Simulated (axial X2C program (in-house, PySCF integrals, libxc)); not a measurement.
Results of a calculation; reference values are marked as such.
# AuCl⁻: input and output of an EOM-EA-CCSD run

Program: an in-house all-electron X2C program for linear molecules (integrals from PySCF).

Input and command:
```json
{"zs": [79, 17], "q": -1, "bas": ["dyall-acv3z", "dyall-av3z"], "r0": 2.23, "eom": "ea", "thr": -2.0, "nmax": 92, "grid": [1, 0.96, 1.045, 0.92, 1.09, 1.15], "rq": 0}
```
```bash
python soeom.py task.json out
```

Keys: zs atomic numbers; q charge; bas basis sets; r0 starting distance in Å; eom kind of EOM run; thr threshold in hartree for freezing inner shells (an s shell follows its p shell); nmax most natural virtual spinors; grid distances as factors; rq charge at which the geometry is sought.

Output at R = 2.221 Å (near the PBE0 minimum at charge 0 of the determinant lowest at the starting distance; the state shown can have its own minimum elsewhere), reference AuCl:

```
two-component X2C + atomic mean field  HF
basis functions 249  fitting functions 1221  grid points 5080
iter        total energy     max residual
   1     -19471.676554040     2.95e+01
   2     -19472.304478802     2.28e-01
   3     -19472.306316905     1.68e-01
   4     -19472.307794359     1.05e-02
   5     -19472.307947677     8.58e-03
   6     -19472.308024670     3.00e-03
   7     -19472.308038265     1.78e-03
   8     -19472.308041914     5.60e-04
   9     -19472.308042627     3.25e-04
  10     -19472.308042756     1.23e-04
  11     -19472.308042781     7.03e-05
  12     -19472.308042787     1.65e-05
  13     -19472.308042788     7.87e-06
  14     -19472.308042788     3.47e-06
  15     -19472.308042788     3.67e-07
converged
one-electron -27325.56897700  Coulomb 7942.92596982  exact exchange -391.89779477  xc functional 0.00000000  nuclear repulsion 319.98423875  atomic mean-field constant -17.75147959
correlated 18  virtual 304  natural virtual 84  E(MP2) -0.589473002  MP2 remainder -0.129501148
iter   CCSD correlation   residual
   1     -0.438848861   1.43e-01
   2     -0.449007141   6.02e-02
   3     -0.452094479   3.03e-02
   4     -0.452395601   1.60e-02
   5     -0.452595336   8.78e-03
   6     -0.452692993   3.97e-03
   7     -0.452697268   1.98e-03
   8     -0.452704980   9.02e-04
   9     -0.452708847   5.04e-04
  10     -0.452705582   3.11e-04
  11     -0.452704554   1.68e-04
  12     -0.452704043   8.35e-05
  13     -0.452703383   4.00e-05
  14     -0.452703332   2.05e-05
  15     -0.452703193   1.14e-05
  16     -0.452703089   6.71e-06
  17     -0.452703001   4.00e-06
  18     -0.452702936   2.35e-06
  19     -0.452702905   1.34e-06
  20     -0.452702897   8.21e-07
(T) -0.011559863  T1 0.0406  D1 0.1164  max T2 0.041
EOM-EA-CCSD roots
2*Omega      energy/Eh   energy/eV  one-particle weight
    1      -0.06179830     -1.6816      0.958
    1       0.01182489      0.3218      0.997
    1       0.01228911      0.3344      0.997
    1       0.03042882      0.8280      0.993
    1       0.04317943      1.1750      0.980
    3       0.01224517      0.3332      0.997
    3       0.04688680      1.2759      0.980
    3       0.12695477      3.4546      0.990
    3       0.13900989      3.7827      0.015
    5       0.12795928      3.4819      0.989
    5       0.16080094      4.3756      0.001
    7       0.18740011      5.0994      0.000
```
T1 in the output is the amplitude norm over the root of the electron number; divide by √2 for the Lee–Taylor value.

Reference electrons by ω block (each with its −ω partner): 1/2: 28, 3/2: 14, 5/2: 5, 7/2: 1. Root energies count from the CCSD energy of the reference. The reference has large amplitudes (orbital relaxation or multireference character). Roots of positive energy are unbound. The reference need not be the lowest state of its species. All roots sought are printed; those with a small one-particle weight need a further excitation, are placed far too high, and may in truth lie low or lowest. Inner shells are frozen, and levels at this size can be off by some tenths of an eV.
